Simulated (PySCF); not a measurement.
C7H8O, charge -1, doublet, at a GFN2-xTB geometry (a state made from the parent by changing its charge; the spin is typed, not shown lowest) (in this run its highest filled SCF level lies above zero, so its values depend strongly on the basis, on diffuse functions most of all); REVPBE/STO-3G in PySCF.

Here is a job for PySCF.
```python
from pyscf import gto, scf, dft

mol = gto.Mole()
mol.atom = '''
    C    -2.852446    0.121046    0.403642
    C    -1.356537    0.043842    0.197810
    C    -0.513174    0.697143    1.073993
    C     0.924274    0.643018    0.860775
    C     1.404763   -0.068948   -0.223667
    O     2.797803   -0.129664   -0.441730
    C     0.579000   -0.726017   -1.105212
    C    -0.856122   -0.665573   -0.882072
    H    -3.337054   -0.812578    0.111314
    H    -3.094895    0.323598    1.448350
    H    -3.287510    0.923145   -0.201348
    H    -0.899488    1.253054    1.922226
    H     1.598578    1.154075    1.544325
    H     3.193694    0.384316    0.270661
    H     0.984028   -1.274920   -1.943971
    H    -1.518323   -1.180439   -1.569326
'''
mol.basis = 'sto-3g'
mol.charge = -1
mol.spin = 1
mol.verbose = 4
mol.build()

mf = dft.UKS(mol)
mf.xc = 'revpbe'
mf.grids.atom_grid = (99, 590)
mf.grids.prune = None
mf.kernel()
```

### Question
Predict the main parts of the log of this PySCF run.

### Answer

```
PySCF version 2.14.0

[INPUT] verbose = 4
[INPUT] num. atoms = 16
[INPUT] num. electrons = 59
[INPUT] charge = -1
[INPUT] spin (= nelec alpha-beta = 2S) = 1
[INPUT] symmetry False subgroup None
[INPUT] Mole.unit = angstrom
[INPUT] Symbol           X                Y                Z      unit          X                Y                Z       unit  Magmom
[INPUT]  1 C     -2.852446000000   0.121046000000   0.403642000000 AA   -5.390341725111   0.228743788474   0.762772832372 Bohr   0.0
[INPUT]  2 C     -1.356537000000   0.043842000000   0.197810000000 AA   -2.563483407839   0.082849372753   0.373806724700 Bohr   0.0
[INPUT]  3 C     -0.513174000000   0.697143000000   1.073993000000 AA   -0.969758314248   1.317409339658   2.029552629700 Bohr   0.0
[INPUT]  4 C      0.924274000000   0.643018000000   0.860775000000 AA    1.746624724056   1.215127913166   1.626629004872 Bohr   0.0
[INPUT]  5 C      1.404763000000  -0.068948000000  -0.223667000000 AA    2.654617339922  -0.130292836837  -0.422669373103 Bohr   0.0
[INPUT]  6 O      2.797803000000  -0.129664000000  -0.441730000000 AA    5.287081420487  -0.245029448216  -0.834748721004 Bohr   0.0
[INPUT]  7 C      0.579000000000  -0.726017000000  -1.105212000000 AA    1.094151426123  -1.371973291778  -2.088547989583 Bohr   0.0
[INPUT]  8 C     -0.856122000000  -0.665573000000  -0.882072000000 AA   -1.617836109215  -1.257750685905  -1.666874502147 Bohr   0.0
[INPUT]  9 H     -3.337054000000  -0.812578000000   0.111314000000 AA   -6.306118122884  -1.535549874847   0.210352973830 Bohr   0.0
[INPUT] 10 H     -3.094895000000   0.323598000000   1.448350000000 AA   -5.848503934286   0.611511594457   2.736984832514 Bohr   0.0
[INPUT] 11 H     -3.287510000000   0.923145000000  -0.201348000000 AA   -6.212493531769   1.744491223262  -0.380492575729 Bohr   0.0
[INPUT] 12 H     -0.899488000000   1.253054000000   1.922226000000 AA   -1.699785972333   2.367928879291   3.632480689518 Bohr   0.0
[INPUT] 13 H      1.598578000000   1.154075000000   1.544325000000 AA    3.020874608755   2.180885677207   2.918351297319 Bohr   0.0
[INPUT] 14 H      3.193694000000   0.384316000000   0.270661000000 AA    6.035206985667   0.726251985288   0.511475162601 Bohr   0.0
[INPUT] 15 H      0.984028000000  -1.274920000000  -1.943971000000 AA    1.859543418904  -2.409249630730  -3.673572784097 Bohr   0.0
[INPUT] 16 H     -1.518323000000  -1.180439000000  -1.569326000000 AA   -2.869214638628  -2.230706416755  -2.965596340159 Bohr   0.0

nuclear repulsion = 340.382990616571
number of shells = 32
number of NR pGTOs = 144
number of NR cGTOs = 48
basis = sto-3g
ecp = {}

******** <class 'pyscf.dft.uks.UKS'> ********
method = UKS
initial guess = minao
damping factor = 0
level_shift factor = 0
DIIS = <class 'pyscf.scf.diis.CDIIS'>
diis_start_cycle = 1
diis_space = 8
diis_damp = 0
SCF conv_tol = 1e-09
SCF conv_tol_grad = None
SCF max_cycles = 50
direct_scf = True
direct_scf_tol = 1e-13
number electrons alpha = 30  beta = 29
XC library pyscf.dft.libxc version 7.1.2
    S. Lehtola, C. Steigemann, M. J. T. Oliveira, and M. A. L. Marques,  SoftwareX 7, 1–5 (2018)
XC functionals = revpbe
    Y. Zhang and W. Yang,  Phys. Rev. Lett. 80, 890 (1998)
    J. P. Perdew, K. Burke, and M. Ernzerhof,  Phys. Rev. Lett. 77, 3865 (1996)
    J. P. Perdew, K. Burke, and M. Ernzerhof,  Phys. Rev. Lett. 78, 1396 (1997)
radial grids:
    Treutler-Ahlrichs [JCP 102, 346 (1995); DOI:10.1063/1.469408] (M4) radial grids

becke partition: Becke, JCP 88, 2547 (1988); DOI:10.1063/1.454033
pruning grids: None
grids dens level: 3
symmetrized grids: False
atomic radii adjust function: <function treutler_atomic_radii_adjust>
User specified grid scheme (99, 590)
small_rho_cutoff = 0
Set gradient conv threshold to 3.16228e-05
tot grids = 934560
init E= -343.426615687259

cycle= 1 E= -342.06452365626  delta_E= 1.36  |g|= 0.404  |ddm|= 4.02
cycle= 2 E= -342.001440830594  delta_E= 0.0631  |g|= 0.512  |ddm|= 1.73
cycle= 3 E= -342.153806249458  delta_E= -0.152  |g|= 0.198  |ddm|= 1.61
cycle= 4 E= -342.179202620636  delta_E= -0.0254  |g|= 0.0465  |ddm|= 0.507
cycle= 5 E= -342.180012425887  delta_E= -0.00081  |g|= 0.0328  |ddm|= 0.201
cycle= 6 E= -342.180580344996  delta_E= -0.000568  |g|= 0.0172  |ddm|= 0.0842
cycle= 7 E= -342.180795361262  delta_E= -0.000215  |g|= 0.0053  |ddm|= 0.0348
cycle= 8 E= -342.180815721788  delta_E= -2.04e-05  |g|= 0.00298  |ddm|= 0.0127
cycle= 9 E= -342.180822057971  delta_E= -6.34e-06  |g|= 0.000755  |ddm|= 0.0054
cycle= 10 E= -342.180822508234  delta_E= -4.5e-07  |g|= 0.000341  |ddm|= 0.00163
cycle= 11 E= -342.180822585125  delta_E= -7.69e-08  |g|= 0.000193  |ddm|= 0.000774
cycle= 12 E= -342.180822615588  delta_E= -3.05e-08  |g|= 6.26e-05  |ddm|= 0.00052
cycle= 13 E= -342.180822618638  delta_E= -3.05e-09  |g|= 3.34e-05  |ddm|= 0.000213
cycle= 14 E= -342.180822619473  delta_E= -8.35e-10  |g|= 9.32e-06  |ddm|= 6.93e-05
Extra cycle  E= -342.180822619296  delta_E= 1.76e-10  |g|= 1.79e-05  |ddm|= 5.13e-05
converged SCF energy = -342.180822619296  <S^2> = 0.75785897  2S+1 = 2.0078436
```
